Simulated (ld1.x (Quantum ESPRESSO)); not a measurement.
**Mg: PAW pseudisation with PBE, scalar-relativistic reference atom.**

The input file (ld1.x (Quantum ESPRESSO) 7.5):

```
&input
   title='Mg', zed=12., rel=1, dft='PBE', iswitch=3,
   config='[Ne] 3s1.5 3p0',
   nld=2, rlderiv=3.00, eminld=-6.0, emaxld=5.0, deld=0.02
 /
 &inputp
   pseudotype=3, lpaw=.true., tm=.true., lloc=-2, rcloc=1.35,
   nlcc=.true., new_core_ps=.true., rcore=0.65,
   which_augfun='GAUSS', rmatch_augfun=0.70,
   file_pseudopw='Mg.UPF', file_wfcaegen='ae.wfc', file_wfcncgen='nc.wfc', file_beta='beta', file_chi='chi', file_wfcusgen='us.wfc'
 /
4
3S  1  0   1.50   0.00  2.60  2.75  0.0
3S  1  0   0.00   2.30  2.60  2.75  0.0
2P  2  1   6.00   0.00  1.00  1.10  0.0
3P  3  1   0.00   0.00  1.00  1.10  0.0
 &test
   configts(1)='2p6 3s1.5 3p0'
 /
```

Command:

```bash
ld1.x < Mg.in > Mg.out
```

The program printed (shortened: banner, matrices, multipoles, cross overlaps and the repeated all-electron block are left out):

```
Program LD1 v.7.5
     --------------------------- All-electron run ----------------------------

     Mg
     scalar relativistic calculation

     atomic number is 12.00
     dft =PBE   lsd =0 sic =0 latt =0  beta=0.20 tr2=1.0E-14
     Exchange-correlation= PBE
                           (   1   4   3   4   0   0   0)
     mesh =1129 r(mesh) = 100.99726 a.u. xmin = -7.00 dx = 0.01250
     1 Ry =  13.60569312 eV, c = 137.03599908

     n l     nl                  e(Ry)          e(Ha)          e(eV)
     1 0     1S 1( 2.00)       -92.9001       -46.4500     -1263.9699
     2 0     2S 1( 2.00)        -6.1817        -3.0909       -84.1068
     2 1     2P 1( 6.00)        -3.7391        -1.8695       -50.8725
     3 0     3S 1( 1.50)        -0.5821        -0.2910        -7.9196
     3 1     3P 1( 0.00)        -0.2970        -0.1485        -4.0412

     final scf error:  6.0E-16 reached in  24 iterations

     Etot =    -400.329531 Ry,    -200.164766 Ha,   -5446.760748 eV

     Ekin =     400.807332 Ry,     200.403666 Ha,    5453.261564 eV
     Encl =    -956.904496 Ry,    -478.452248 Ha,  -13019.348926 eV
     Eh   =     188.259528 Ry,      94.129764 Ha,    2561.401371 eV
     Exc  =     -32.491895 Ry,     -16.245948 Ha,    -442.074756 eV

     normalization and overlap integrals

     s(1S/1S) =  1.000000  <r> =   0.1306  <r2> =    0.0230  r(max) =   0.0854
     s(2S/2S) =  1.000000  <r> =   0.6969  <r2> =    0.5850  r(max) =   0.5434
     s(2P/2P) =  1.000000  <r> =   0.6887  <r2> =    0.6097  r(max) =   0.4796
     s(3S/3S) =  1.000000  <r> =   2.9549  <r2> =   10.1445  r(max) =   2.4660
     s(3P/3P) =  1.000000  <r> =   3.8914  <r2> =   17.8111  r(max) =   3.1271

     ------------------------ End of All-electron run ------------------------

     --------------------- Generating PAW atomic setup --------------------

      Generating local potential from pseudized AE potential:
      Matching radius rcloc =   1.3500
      Enforcing V''(0)=0 (lloc=-2)

      Local pseudo, rcloc= 1.337 Estimated cut-off energy=    17.45 Ry

      Computing core charge for nlcc:

       r > 0.66 : true rho core
      Core charge pseudized with two Bessel functions
      Integrated core pseudo-charge :   2.29
      Wfc-us  3S rcutus= 2.760  Estimated cut-off energy=     6.03 Ry
      Wfc-us  3S rcutus= 2.760  Estimated cut-off energy=    14.27 Ry
      Wfc-us  2P rcutus= 1.094  Estimated cut-off energy=    67.78 Ry
      Wfc-us  3P rcutus= 1.094  Estimated cut-off energy=   123.28 Ry

     Required augmentation: GAUSS   radius:    0.700000
     Message from routine us2paw:
     GAUSS augmentation functions are ususally harder than BESSEL; use BESSEL instead unless you have discontinuity in local potential

     Estimated PAW energy =  -95.052010 Ryd

     ------------------- End of pseudopotential generation -------------------

     Computing logarithmic derivative in   2.99326
     Computing logarithmic derivative in   2.99326
     Computing the partial wave expansion
     R is outside the sphere for l=    0 j= 0.00
     R is outside the sphere for l=    0 j= 0.00
     R is outside the sphere for l=    1 j= 0.00
     R is outside the sphere for l=    1 j= 0.00

     ---------------------- Testing the pseudopotential ----------------------

     Mg
     scalar relativistic calculation

     atomic number is 12.00   valence charge is  8.00
     dft = SLA  PW   PBX  PBC   lsd =0 sic =0 latt =0  beta=0.20 tr2=1.0E-14
     mesh =1129 r(mesh) = 100.99726 xmin = -7.00 dx = 0.01250

     n l     nl             e AE (Ry)        e PS (Ry)    De AE-PS (Ry)
     2 1     2P   1( 6.00)       -3.73906       -3.73906        0.00000
     1 0     3S   1( 1.50)       -0.58208       -0.58208        0.00000
     3 1     3P   1( 0.00)       -0.29702       -0.29702       -0.00000

     eps = 1.0E-16  iter =  4

     Etot =    -400.329531 Ry,    -200.164766 Ha,   -5446.760748 eV
     Etotps =   -95.052014 Ry,     -47.526007 Ha,   -1293.248538 eV

     Ekin =      95.983270 Ry,      47.991635 Ha,    1305.918921 eV
     Encl =    -214.994743 Ry,    -107.497372 Ha,   -2925.152503 eV
     Ehrt =      56.451354 Ry,      28.225677 Ha,     768.059794 eV
     Ecxc =     -32.491895 Ry,     -16.245947 Ha,    -442.074750 eV
     (Ecc =      -3.365214 Ry,      -1.682607 Ha,     -45.786074 eV)

     ---------------------- End of pseudopotential test ----------------------
```

Generation and configuration tests took about 3.2 s on one core of a shared server CPU.
